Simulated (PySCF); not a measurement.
C13H9N, SMILES N#Cc1ccccc1-c1ccccc1, GFN2-xTB optimised geometry.

```
23

N      2.78    -0.86     2.66
C      2.44    -0.12     1.85
C      2.06     0.85     0.89
C      2.74     2.07     0.88
C      2.37     3.06    -0.01
C      1.31     2.84    -0.88
C      0.63     1.64    -0.86
C      0.99     0.62     0.01
C      0.26    -0.65     0.01
C      0.94    -1.87     0.01
C      0.25    -3.06     0.00
C     -1.14    -3.06     0.00
C     -1.83    -1.86     0.00
C     -1.13    -0.66     0.00
H      3.56     2.22     1.57
H      2.91     4.00    -0.02
H      1.02     3.62    -1.57
H     -0.19     1.48    -1.55
H      2.02    -1.87    -0.01
H      0.79    -4.00     0.00
H     -1.68    -4.00     0.00
H     -2.91    -1.85     0.00
H     -1.67     0.27     0.02
```

Density from CAM-B3LYP/def2-SVP (PySCF) at that geometry.

Minimum of the electron density along straight lines between bonded atoms, close to the bond critical point (lines longer than 1.1 times the sum of covalent radii, or with two minima, are not listed):

```tsv
bond	length / Å	ρ at the minimum / e bohr⁻³	∇²ρ there / e bohr⁻⁵	position (fraction from the first atom)
N1–C2	1.147	0.477	0.43	0.66
C2–C3	1.414	0.289	-0.77	0.54
C3–C4	1.396	0.308	-0.78	0.51
C4–C5	1.381	0.317	-0.83	0.50
C5–C6	1.387	0.314	-0.82	0.50
C6–C7	1.383	0.316	-0.83	0.50
C3–C8	1.403	0.303	-0.76	0.51
C7–C8	1.391	0.311	-0.80	0.50
C8–C9	1.470	0.273	-0.68	0.51
C9–C10	1.392	0.310	-0.79	0.50
C10–C11	1.383	0.316	-0.83	0.50
C11–C12	1.385	0.315	-0.82	0.50
C12–C13	1.385	0.315	-0.82	0.50
C9–C14	1.393	0.310	-0.79	0.50
C13–C14	1.382	0.316	-0.83	0.50
C4–H15	1.080	0.286	-1.12	0.64
C5–H16	1.079	0.285	-1.10	0.64
C6–H17	1.080	0.285	-1.11	0.64
C7–H18	1.080	0.285	-1.11	0.64
C10–H19	1.080	0.285	-1.11	0.64
C11–H20	1.080	0.285	-1.10	0.64
C12–H21	1.080	0.284	-1.10	0.63
C13–H22	1.080	0.284	-1.09	0.63
C14–H23	1.081	0.284	-1.09	0.63
```
